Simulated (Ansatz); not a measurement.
Pb2Se3, relaxed as a singlet with RKS PBE-D4/def2-SVP in Ansatz, starting from the GFN1-xTB geometry. Force threshold 0.02 eV/Å.

In the def2 sets Pb takes a core potential; there is no spin–orbit coupling. The structure comes from a short search, and lower isomers may exist.

Start:

Cartesian coordinates in Å:
```
Pb 0.740 1.486 -0.867
Pb -0.460 -1.767 0.413
Se 0.340 0.558 1.737
Se -1.649 0.758 0.385
Se 1.028 -1.036 -1.669
```

```tsv
step	energy (eV)	largest force component (eV/Å)	SCF passes
1	-206500.0526	1.054	19
2	-206500.2050	0.714	25
3	-206500.2801	0.177	27
4	-206500.3097	0.172	20
5	-206500.3130	0.017	21
```

Force components are those of the run's own axes.

End:

```
atom    x (Å)    y (Å)    z (Å)
 Pb1   0.7600   1.4134  -0.9080
 Pb2  -0.4114  -1.7645   0.3423
 Se3   0.2652   0.6363   1.8657
 Se4  -1.7299   0.8385   0.5104
 Se5   1.1161  -1.1236  -1.8104
```

By distances, no bond broke or formed. The bond that changes most is Pb2–Se4, from 2.79 to 2.92 Å (atoms count from 1).

No frequencies were taken in this run, so the end may be a saddle point.

Hardware: 4 threads of Arm Neoverse V1 on a shared host. Wall time 11 s.
